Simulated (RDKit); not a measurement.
Job for RDKit: UFF on C10H8 (SMILES c1ccc2cccc-2cc1).

```python
from rdkit import Chem
from rdkit.Chem import AllChem, rdDetermineBonds

blocks = [
'''18

C     2.43506312    0.10963491    0.07669295
C     1.90452120   -1.17571428    0.02590128
C     0.56904645   -1.56393726   -0.02502285
C    -0.56804101   -0.77354200   -0.03813234
C    -1.89156614   -1.23202542   -0.09058266
C    -2.74745188   -0.12371458   -0.08647865
C    -1.99648079    1.05696194   -0.03189395
C    -0.63646419    0.71932872    0.00013640
C     0.42365139    1.60864872    0.05625267
C     1.78912641    1.34202404    0.09039129
H     3.51833943    0.15841330    0.11087936
H     2.62862069   -1.98195819    0.02606452
H     0.38949370   -2.63454334   -0.05932591
H    -2.18816146   -2.26904147   -0.12765194
H    -3.82639025   -0.17230396   -0.12034080
H    -2.38673657    2.06304936   -0.01663397
H     0.14692390    2.65871252    0.07628830
H     2.43650601    2.21000703    0.13345630
''',
]
mol = None
for b in blocks:
    f = Chem.MolFromXYZBlock(b)
    rdDetermineBonds.DetermineBonds(f, charge=0)
    mol = f if mol is None else Chem.CombineMols(mol, f)
Chem.SanitizeMol(mol)
print(Chem.MolToSmiles(Chem.RemoveHs(mol)))
ff = AllChem.UFFGetMoleculeForceField(mol, vdwThresh=100.0, ignoreInterfragInteractions=False)
e = ff.CalcEnergy()
print(f'UFF energy {e:.6f} kcal/mol')
```

Output:

```
c1ccc2cccc-2cc1
UFF energy 53.352162 kcal/mol
```

The run finished.

Cost: very roughly 0.03 core-seconds.
